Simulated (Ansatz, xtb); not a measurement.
# Two isomers of C2H9BrGeSi

Structure I: `C[C@@H]([GeH3])[SiH2]Br`, a singlet. Structure II: `C[SiH2][CH2][GeH2][Br]`, a singlet. Both are isolated molecules in the gas phase, relaxed with PBE-D3(BJ)/def2-SVP; the shapes shown needn't be the lowest conformers.

I (Å):

```json
{"atom": "C", "x (Å)": "0.9335", "y (Å)": "-1.4800", "z (Å)": "1.0631"}
{"atom": "C", "x (Å)": "0.6250", "y (Å)": "-0.0479", "z (Å)": "0.5918"}
{"atom": "Br", "x (Å)": "-1.3301", "y (Å)": "0.4471", "z (Å)": "3.3264"}
{"atom": "Ge", "x (Å)": "0.8605", "y (Å)": "0.1341", "z (Å)": "-1.3761"}
{"atom": "Si", "x (Å)": "-1.0916", "y (Å)": "0.5535", "z (Å)": "1.0849"}
{"atom": "H", "x (Å)": "0.8350", "y (Å)": "-1.5702", "z (Å)": "2.1650"}
{"atom": "H", "x (Å)": "1.9645", "y (Å)": "-1.7882", "z (Å)": "0.7921"}
{"atom": "H", "x (Å)": "0.2385", "y (Å)": "-2.2178", "z (Å)": "0.6098"}
{"atom": "H", "x (Å)": "1.3470", "y (Å)": "0.6719", "z (Å)": "1.0384"}
{"atom": "H", "x (Å)": "2.2999", "y (Å)": "-0.3184", "z (Å)": "-1.7407"}
{"atom": "H", "x (Å)": "0.6476", "y (Å)": "1.6030", "z (Å)": "-1.8272"}
{"atom": "H", "x (Å)": "-0.1566", "y (Å)": "-0.7804", "z (Å)": "-2.1104"}
{"atom": "H", "x (Å)": "-2.1607", "y (Å)": "-0.3169", "z (Å)": "0.4863"}
{"atom": "H", "x (Å)": "-1.3061", "y (Å)": "1.9823", "z (Å)": "0.6748"}
```

II (Å):

```csv
atom,x (Å),y (Å),z (Å)
C,0.0420,-0.9593,-1.5842
C,0.8127,-0.5071,1.4332
Br,-2.6156,0.1454,1.0041
Ge,-0.5853,0.7373,2.0186
Si,1.3652,-0.3635,-0.3807
H,-0.2144,-2.0208,-1.3905
H,0.4020,-0.8767,-2.6296
H,-0.8862,-0.3629,-1.4800
H,1.7140,1.0787,-0.6529
H,2.6247,-1.1761,-0.5524
H,0.4647,-1.5381,1.6526
H,1.6878,-0.3109,2.0916
H,-0.8415,0.6585,3.5472
H,-0.2890,2.1954,1.5810
```

Quicker runs give these differences E(II) − E(I): GFN2-xTB −0.158 eV; HF/STO-3G −0.510 eV (at GFN2-xTB geometries); r2SCAN-D4/def2-SVP −0.448 eV (at GFN2-xTB geometries).

Question: Estimate E(II) − E(I) at the level CCSD(T)/def2-SVP + ΔMP2/def2-TZVPP.

Answer: Calculated at CCSD(T)/def2-SVP + ΔMP2/def2-TZVPP: E(II) − E(I) = −0.430 eV, so structure II lies lower.

Level by level:

```
                             level             geometry  E(II) − E(I) (eV)  departure from the last row (eV)  job, with rough time for the two
                          GFN2-xTB             GFN2-xTB              −0.158                            +0.272               optimisation, 0.2 s
                         HF/STO-3G             GFN2-xTB              −0.510                            −0.080               single point, 0.7 s
                r2SCAN-D4/def2-SVP             GFN2-xTB              −0.448                            −0.019               single point, 5.3 s
               PBE-D3(BJ)/def2-SVP  PBE-D3(BJ)/def2-SVP              −0.397                            +0.033                optimisation, 53 s
                       HF/def2-SVP  PBE-D3(BJ)/def2-SVP              −0.483                            −0.053           part of the CCSD(T) run
                      MP2/def2-SVP  PBE-D3(BJ)/def2-SVP              −0.362                            +0.068           part of the CCSD(T) run
                  CCSD(T)/def2-SVP  PBE-D3(BJ)/def2-SVP              −0.350                            +0.080                      single point
CCSD(T)/def2-SVP + ΔMP2/def2-TZVPP  PBE-D3(BJ)/def2-SVP              −0.430                                                 single point, 2 min
```

As drawn, II has 1 C–Si, 1 Br–Ge, 1 C–H in place of 1 C–C, 1 Br–Si, 1 Ge–H.

The levels shown agree on the order. The largest departure from CCSD(T)/def2-SVP + ΔMP2/def2-TZVPP is that of GFN2-xTB, 0.272 eV. The last row adds to CCSD(T) the change of the MP2 difference between the two basis sets, here −0.080 eV.

With thermal terms from frequencies at re-optimised GFN2-xTB minima (ideal gas, soft modes damped towards free rotors, one conformer each, 298.15 K, 1 atm): on the last row, ΔE + ΔZPE = −0.431, ΔH = −0.421, ΔG = −0.455 eV.

The correlated steps freeze 25 core orbitals; the filled d shell of Br and Ge is correlated, in a basis made for valence electrons. Mirror images aren't counted in ΔG. Programs: Ansatz 0.2.0, xtb 6.7.1; the last row on 4 threads of Arm Neoverse V1 on a shared host.
